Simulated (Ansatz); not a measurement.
A run on `C[C@@]12[C@H]3[C@H]4[C@H]5[C@@H]1[Hf]4532([OH])([OH])[Cl]` with other settings.

```yaml
crystal:
  periodic: [false, false, false]
  atoms:
    - {symbol: C, position_ang: [1.965572, -0.932390, -1.116478]}
    - {symbol: C, position_ang: [0.735388, -0.301518, -0.973102]}
    - {symbol: C, position_ang: [-0.587110, -0.905811, -0.883910]}
    - {symbol: C, position_ang: [-1.552313, 0.185719, -0.783051]}
    - {symbol: C, position_ang: [-0.909083, 1.387600, -0.821058]}
    - {symbol: C, position_ang: [0.512478, 1.084000, -0.909612]}
    - {symbol: Hf, position_ang: [-0.318640, 0.173917, 1.394530]}
    - {symbol: O, position_ang: [-1.033702, -1.427734, 2.122870]}
    - {symbol: O, position_ang: [-1.241312, 1.630147, 2.217469]}
    - {symbol: Cl, position_ang: [1.960883, 0.435590, 2.160279]}
    - {symbol: H, position_ang: [2.305909, -0.957587, -2.125115]}
    - {symbol: H, position_ang: [1.981161, -1.993609, -0.747301]}
    - {symbol: H, position_ang: [2.809040, -0.420480, -0.538140]}
    - {symbol: H, position_ang: [-0.715428, -1.962798, -0.896944]}
    - {symbol: H, position_ang: [-2.621384, -0.069992, -0.670355]}
    - {symbol: H, position_ang: [-1.430548, 2.269673, -0.750526]}
    - {symbol: H, position_ang: [1.252620, 1.909455, -0.863577]}
    - {symbol: H, position_ang: [-1.258368, -2.301878, 2.059709]}
    - {symbol: H, position_ang: [-1.762028, 2.458799, 2.278378]}
basis:
  gaussian: {orbitals: def2-TZVPD}
hamiltonian: {xc: {name: BHLYP}, dispersion: d4}
scf: {lower_state_search: off}
output: {forces: true}
```

```sh
$ ansatz run in.yaml --threads 4 --pin off --events-out ev --progress --plain --max-ram 46080MiB --backend cuda --devices 0, --max-vram 37GiB
```

It prints (some lines left out):

```
Functional definition: BHLYP
3057 factors; their error is unknown
mean field evaluation 1: about -24276.3596 eV, gradient 9.5e1 eV
mean field evaluation 2: about -24265.7556 eV, gradient 1.2e2 eV
mean field evaluation 4: about -24293.8189 eV, gradient 5.2e0 eV
mean field evaluation 8: about -24293.8800 eV, gradient 3.5e-1 eV
mean field evaluation 16: about -24294.0022 eV, gradient 9.3e-4 eV
mean field -24294.00217739 eV, -892.7881129529 hartree, gradient 3.9e-6 eV, S^2 0.000000; 0 other end points of the search recorded, 0 dependent functions left out
reference -24294.00244841 eV, -892.7881229129 hartree; 45, 45 occupied and 427, 427 virtual orbitals, 3057 factors
Total energy: -24294.72206197 eV, -892.8145682233 hartree
Atom 0 at     1.965572    -0.932390    -1.116478 Å, force     4.670192    -2.214036     1.567880 eV/Å
Atom 1 at     0.735388    -0.301518    -0.973102 Å, force    -5.211151     1.625898     0.663295 eV/Å
Atom 2 at    -0.587110    -0.905811    -0.883910 Å, force     1.383035     2.241234     0.120615 eV/Å
Atom 3 at    -1.552313     0.185719    -0.783051 Å, force    -0.875451    -3.890572    -0.010937 eV/Å
Atom 4 at    -0.909083     1.387600    -0.821058 Å, force     2.581761    -2.007080    -0.081825 eV/Å
Atom 5 at     0.512478     1.084000    -0.909612 Å, force    -0.723054     2.329140     0.466313 eV/Å
Atom 6 at    -0.318640     0.173917     1.394530 Å, force     0.691964     0.881986    -1.269876 eV/Å
Atom 7 at    -1.033702    -1.427734     2.122870 Å, force     0.431068     1.855878     0.581499 eV/Å
Atom 8 at    -1.241312     1.630147     2.217469 Å, force    -1.265195     1.782624     0.426916 eV/Å
Atom 9 at     1.960883     0.435590     2.160279 Å, force    -0.148852    -0.140661     0.050812 eV/Å
Atom 10 at     2.305909    -0.957587    -2.125115 Å, force     0.105373    -0.047788    -0.812418 eV/Å
Atom 11 at     1.981161    -1.993609    -0.747301 Å, force    -0.177719     1.089169    -0.436829 eV/Å
Atom 12 at     2.809040    -0.420480    -0.538140 Å, force    -1.366780    -0.621420    -0.786797 eV/Å
Atom 13 at    -0.715428    -1.962798    -0.896944 Å, force    -0.493789    -0.172045    -0.007938 eV/Å
Atom 14 at    -2.621384    -0.069992    -0.670355 Å, force     0.902128     0.753594    -0.202324 eV/Å
Atom 15 at    -1.430548     2.269673    -0.750526 Å, force    -0.335650     1.935962     0.131557 eV/Å
Atom 16 at     1.252620     1.909455    -0.863577 Å, force    -0.491919    -1.210127    -0.197488 eV/Å
Atom 17 at    -1.258368    -2.301878     2.059709 Å, force    -0.704523    -2.553951    -0.095727 eV/Å
Atom 18 at    -1.762028     2.458799     2.278378 Å, force     1.028561    -1.637806    -0.106726 eV/Å
Dipole moment:    -0.549844    -0.100837    -0.526003 e Å
Checks for a lower state left out: stability, starts, cluster_reference, orbital_swaps, neighbouring_geometries, increment
```

Run time 9 s (4 threads of an AMD EPYC 7R13 on a shared host and a share of an NVIDIA H100 80 GB); peak host memory 1.3 GiB.
